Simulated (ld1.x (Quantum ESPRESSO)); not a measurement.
**Before and after: TM potential for bromine**

```json
{
  "Element": "bromine",
  "Generator": "ld1.x (Quantum ESPRESSO) 7.5",
  "Type": "norm-conserving Troullier–Martins (Kleinman–Bylander form)",
  "Functional": "PBE",
  "Relativity": "scalar-relativistic",
  "Frozen core": "[Ar] 3d10",
  "Valence charge": "7",
  "Reference configuration": "4s2 4p3.5 (charge +1.5)",
  "Partial waves": "4p (bound): rc 1.15 bohr; 4d channel at -0.2 Ry: rc 1.15 bohr; 4s (bound): rc 1.00 bohr",
  "Local potential": "the s channel",
  "Core correction": "Bessel-smoothed model core inside 0.50 bohr"
}
```

Change: wave 4p (bound): rc 1.15 bohr becomes 4p (bound): rc 1.62 bohr.

Cutoffs: the cutoffs (Ry, on a coarse ladder) from which the occupation-weighted sum of valence levels, in a spherical-Bessel basis at the reference potential, stays within 10 and 1 mRy of its value at 400 Ry; they do not see the model core or the augmentation charge, which bear on the density cutoff. Errors are all-electron minus pseudo energies relative to the spin-unpolarised reference configuration.

Task: Predict the effect on cutoff, ghosts and configuration errors.

Result: Both files keep a bound ghost (d, p); of the 7 tests that both files solve, the error grows in 0 and shrinks in 7 by more than 15 % and 0.3 meV (median size 46.5 → 21.2 meV). That the errors move this way runs against the usual rule that smaller radii transfer better.

```csv
quantity,base,changed
"cutoff, loose",200 Ry,200 Ry
"cutoff, tight",over 300 Ry,over 300 Ry
loose cutoff by channel (10 mRy a level),"p 80 Ry, s 90 Ry","p 10 Ry, s 90 Ry"
bound ghosts,"p, d","p, d"
"error for 4s2 4p5, meV [ΔE -22.59 eV]",-47,-21
"error for 4s2 4p4, meV [ΔE -10.04 eV]",-4.7,-1.6
"error for 4s2 4p3, meV [ΔE 12.72 eV]",-7.8,-5.6
"error for 4s2 4p1, meV [ΔE 92.73 eV]",-80,-58
"error for 4s2 4p2, meV [ΔE 46.71 eV]",-50,-35
"error for 4s2 4p4.5, meV [ΔE -17.51 eV]",-21,-9.4
"error for 4s2 4p5.3, meV [ΔE -24.55 eV]",-64,-29
```

 A true bound ghost makes a file unfit for plane-wave use even where its test errors are small: the radial tests pick states by their node count and pass the ghost by.
